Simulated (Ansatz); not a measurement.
Ansatz results at the PBE0-D4/def2-TZVP geometry: LUMO energy (B3LYP/def2-TZVPP) 0.82 eV; size of the dipole moment (B3LYP/def2-TZVPP) 1.61 D; HOMO–LUMO gap (B3LYP/def2-TZVPP) 8.32 eV.

Each molecule was computed in one conformer, which needn't be the lowest.

Question: Which molecule gave them?
A. `CNC(O)F`
B. `FC[SiH](F)S`
C. `NCBO`
D. `NCOCF`

Answer: D. The others give `FC[SiH](F)S`: -0.24, 1.88, 7.49; `NCBO`: -0.05, 2.99, 7.11; `CNC(O)F`: 0.63, 2.75, 7.89.

B3LYP here is the variant with VWN-RPA as its local correlation; programs differ in this.
